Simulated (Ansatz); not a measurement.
Basis-set extrapolation for CH₈AlNOSi (`[NH2][AlH][O]C[SiH3]`) (PBE0-D4/def2-TZVP geometry, frozen core, Ansatz 0.2.0). Multiplicity 1, RHF reference.

|  | def2-TZVPP | def2-QZVPP |
| --- | --- | --- |
| HF | -702.855084 | -702.880335 |
| MP2 correlation | -0.832031 | -0.893161 |
| CCSD(T) correlation | -0.913773 | not run |

Energies in hartree. Use E(X) = E(∞) + A·exp(−7.88·√X) for Hartree–Fock and E(X) = E(∞) + B·X^(−2.97) for correlation, with X = 3 and 4, and add CCSD(T) minus MP2 of the smaller set to the MP2 limit.

Q: What is the CCSD(T) energy at the basis-set limit?

A: HF limit: -702.880335 + (-0.025251) × 0.13774 = -702.88381. MP2 limit: -0.893161 + (-0.061130) × 0.74074 = -0.93844. Higher-order term: -0.913773 − (-0.832031) = -0.08174. Total: -703.90399 hartree, 84.8 kcal/mol below CCSD(T)/def2-TZVPP.
